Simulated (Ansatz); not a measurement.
Mulliken charges of CH3AlBClO, SMILES `[AlH2][C]1(Cl)BO1` from PBE/def2-TZVPP in Ansatz (PBE0-D4/def2-TZVP geometry).

| atom | x (Å) | y (Å) | z (Å) | charge (e) |
| --- | --- | --- | --- | --- |
| Al1 | -0.250 | 1.526 | -0.234 | 0.375 |
| C2 | 0.285 | -0.266 | 0.342 | 0.094 |
| Cl3 | 1.108 | -0.358 | 1.918 | -0.133 |
| B4 | -0.176 | -1.613 | -0.190 | -0.012 |
| O5 | 0.954 | -1.138 | -0.692 | -0.158 |
| H6 | -0.336 | 2.688 | 0.830 | -0.100 |
| H7 | -0.643 | 1.686 | -1.759 | -0.107 |
| H8 | -0.849 | -2.581 | -0.271 | 0.040 |

**Question.** By hand: the dipole of these point charges (1 e Å = 4.8032 D).

**Answer.** Σ q r = (-0.295, 0.242, -0.105) e Å, of length 0.396 e Å = 1.90 D.

**Question.** How does the dipole of the full density compare? (Best estimate.)

**Answer.** The calculation gave: (-0.277, 0.021, -0.131) e Å, 1.48 D; the point charges give 1.28 times that, at 34° from its direction.

Point charges leave out the atoms' own dipoles, such as those of lone pairs, and Mulliken's split depends on the basis, so the two needn't agree.
